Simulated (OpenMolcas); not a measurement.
## What dynamic correlation does to the levels of Cr+

```
Program             : OpenMolcas 26.06
Basis               : ANO-RCC-VTZP [6s5p3d2f1g]
Scalar Hamiltonian  : DKH2, point nucleus
Active space        : 5 electrons in 11 orbitals (3d 4s 4d)
State averaging     : 2S+1 = 6 even, 6 roots; 2S+1 = 4 even, 5 roots kept (CI in the orbitals of an earlier block)
Spin-orbit coupling : RASSI with atomic mean-field integrals over the reference wave functions, term energies averaged over their components
```

Methods on the same reference wave functions:
A. CASSCF
B. SS-CASPT2, IPEA 0.25 Eh, imaginary shift 0.1 Eh (closed shells correlated: 3s 3p)

Energies in cm⁻¹ above 3d⁵ ⁶S_5/2, the measured ground level; measured values from NIST Handbook of Basic Atomic Spectroscopic Data.

```
        Level      A      B  Measured
   3d⁵ ⁶S_5/2    0.0    0.0       0.0
3d⁴ 4s ⁶D_1/2   9611  11270     11962
3d⁴ 4s ⁶D_3/2   9685  11350     12033
3d⁴ 4s ⁶D_5/2   9808  11470     12148
3d⁴ 4s ⁶D_7/2   9982  11640     12304
3d⁴ 4s ⁶D_9/2  10205  11870     12496
3d⁴ 4s ⁴D_1/2  19412  19020     19528
3d⁴ 4s ⁴D_3/2  19523  19130     19631
3d⁴ 4s ⁴D_5/2  19708  19320     19798
```

Deviations, from unrounded energies. A percentage is the sum of absolute deviations over the sum of measured energies, with the sign that they share, or ± where signs differ.

```
           Against measurement  Levels      A     B
mean absolute deviation (cm-1)       8   1500   600
      other configurations (%)       8  -10.0  -4.0
```

B lies closest to measurement on these levels. The largest miss of B in the table is 3d⁴ 4s ⁶D_1/2, by -690 cm-1. The ranking rests on the paired levels alone, and a cruder setting can come out closer through cancelling errors.

The lowest spin-free term lies below A's lowest term by 0.386 hartree in B.

CASPT2 does not keep the components of a term degenerate, so their means are used; among the terms shown or strongly mixed into the levels shown the widest spread is 31 cm-1 (3d⁴ 4s ⁴D, B). Terms from blocks run as CI alone lack orbitals of their own. Active for correlation alone: 4d; no level in the range computed is led by a configuration that fills it, so any true level of that kind is missing. Without dynamic correlation excited terms often stand tens of per cent too high (terms of higher spin than the ground term too low), and those without a measured partner can miss by more than the paired ones (holds for A). Measured partners are found by configuration, term and J. A level has none where our copy of the source lacks it or the pairing is in doubt (some pairs that miss far off the trend of their configuration count as doubtful), and it then counts in no deviation. Only configurations of the active space appear. The table leaves out levels that lie high or whose names do not pair safely across all columns.
